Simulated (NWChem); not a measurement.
Molecule: C3H4F2O; SMILES FC(F)C(C)=O

```xyz
10

C      1.3641    -1.0587     0.0000
C     -0.1215    -0.7959     0.0000
O     -0.9793    -1.6527     0.0000
C     -0.5415     0.6839     0.0000
F     -0.0172     1.2944     1.1046
F     -0.0172     1.2944    -1.1046
H      1.5524    -2.1333     0.0000
H      1.8221    -0.5938    -0.8807
H      1.8221    -0.5938     0.8807
H     -1.6292     0.7971     0.0000
```
Atoms are numbered in this order, from 1.

All runs: NWChem. Pople sets run with spherical d functions. Coordinates come from a B3LYP/6-31G* (spherical d) optimisation. B3LYP is NWChem's, with the RPA form of VWN correlation. Level: B3LYP/6-31G* with SMD (1 M gas to 1 M solution), gas-phase geometry.

Q: Estimate the computed values for solvent toluene. Quantities: solvation free energy (kcal/mol); cavity-dispersion-structure term (kcal/mol); dipole in solution (D).

A: 
```
Property                                     Result
-------------------------------------------  ------
solvation free energy (kcal/mol)               -3.5
cavity-dispersion-structure term (kcal/mol)    -1.1
dipole in solution (D)                         1.26
```
